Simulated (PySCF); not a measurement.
CH6O3Sn, SMILES [CH3][Sn]([OH])([OH])[OH]. Atoms are numbered in the order given.

```xyz
11

C      0.0000     0.0000    -2.1642
Sn     0.0000     0.0000    -0.0268
O     -1.8305     0.1957     0.7372
O      1.0847     1.4874     0.7372
O      0.7458    -1.6831     0.7372
H     -0.9638     0.3919    -2.5153
H      0.8213     0.6387    -2.5153
H      0.1425    -1.0306    -2.5153
H     -1.9957    -0.4972     1.3933
H      0.5673     1.9769     1.3933
H      1.4284    -1.4797     1.3933
```
Charge 0, spin multiplicity 1.

Geometry: B3LYP-D3(BJ)/def2-SVP. The structure was generated by enumeration; whether it is a known compound was not checked. The def2 effective core potentials stand for the cores of Sn; spin–orbit coupling is left out. One conformer was computed; it need not be the lowest.

Level of theory: PBE/def2-TZVP (PySCF).

ESP charges are fitted to the potential on shells at 1.4 to 2.0 van der Waals radii. Atomic charges (e):

| atom | Löwdin | Mulliken | ESP fit |
|---|---|---|---|
| C1 | ___ | -0.64 | -0.60 |
| Sn2 | 0.59 | 1.13 | 1.13 |
| O3 | ___ | -0.64 | -0.73 |
| O4 | ___ | -0.64 | -0.73 |
| O5 | ___ | -0.64 | -0.73 |
| H6 | 0.14 | 0.16 | 0.17 |
| H7 | 0.14 | 0.16 | 0.17 |
| H8 | 0.14 | 0.16 | 0.17 |
| H9 | ___ | 0.31 | 0.38 |
| H10 | ___ | 0.31 | 0.38 |
| H11 | ___ | 0.31 | 0.38 |

Task: Some entries are withheld; supply them. (Estimate from the structure and the level; the computed values follow.)

Result: 
- C1, Löwdin: -0.49
- O3, Löwdin: -0.33
- O4, Löwdin: -0.33
- O5, Löwdin: -0.33
- H9, Löwdin: 0.16
- H10, Löwdin: 0.16
- H11, Löwdin: 0.16
